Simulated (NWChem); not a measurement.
System: C2H3I; SMILES C(I)=C

Input file for NWChem:

```
start job
memory heap 200 mb stack 900 mb global 1100 mb
geometry units angstroms noautosym nocenter noautoz
  C     -0.356303     2.440913     0.000000
  C      0.520824     1.443424     0.000000
  I     -0.010335    -0.581253     0.000000
  H     -1.437364     2.281381     0.000000
  H      0.007103     3.473679     0.000000
  H      1.603099     1.594300     0.000000
end
basis spherical
  C library def2-svpd
  I library def2-svpd
  H library def2-svpd
end
ecp
  I library def2-ecp
end
dft
  xc hfexch
  iterations 150
end
property
  response 1 0.0
end
task dft property
```

The geometry was optimised at PBE0/def2-SVP. def2 effective core potentials on I; no spin-orbit coupling.

Static field.

Task: Predict the main results of this run. (Hartree-Fock/def2-SVPD with def2 effective core potentials on I.) Quantities: basis functions; isotropic polarisability (bohr³); anisotropy (bohr³).

Result: 
- number of basis functions: 99
- isotropic polarisability (bohr³): 59.8
- anisotropy (bohr³): 33.6
